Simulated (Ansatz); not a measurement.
Born–Oppenheimer molecular dynamics of H$_{5}$NSn (7 atoms, charge 0, multiplicity 1). It starts from a rough guess of a transition structure, not a stationary point.

These are results of Ansatz, UKS PBE-D4/def2-SVP, not measurements.

```
ensemble                      : NVE (velocity Verlet)
time step                     : 0.5 fs
steps asked                   : 150
starting velocities drawn for : 100 K
seed                          : 321671
```

First frame:

```xyz
7
Properties=species:S:1:pos:R:3
Sn 0.394 -1.358 0.878
H -0.240 0.425 -0.337
N 0.730 0.432 -0.732
H -0.096 1.409 -0.388
H -1.390 -1.300 0.315
H -0.042 0.031 2.003
H 0.644 0.361 -1.739
```

Task: How far do the bonds stretch over the last three quarters of this one trajectory? (Pairs bonded in most of those frames.)

Result: 
```
  bond  mean (Å)  spread (Å)  shortest  longest
Sn1–H5     1.862       0.099      1.71     2.01
Sn1–H6     1.807       0.026      1.77     1.85
 H2–N3     1.068       0.067      0.95     1.20
 N3–H4     1.112       0.144      0.87     1.34
 N3–H7     1.045       0.030      0.99     1.12
```

Mean temperature of the second half: 2173 K. The conserved energy stayed within 3.6 meV per atom of its start (net change -0.35 meV per atom), so the integration is sound. The system heated up, since it started high on the potential surface and ran downhill. A run of 0.075 ps of so small a system gives no equilibrium averages. The orbitals stay closed-shell, which can raise the energy where a bond breaks towards radicals; this wasn't checked here.

Time of the run: 5.7 min on 1 CPU thread of a shared host.
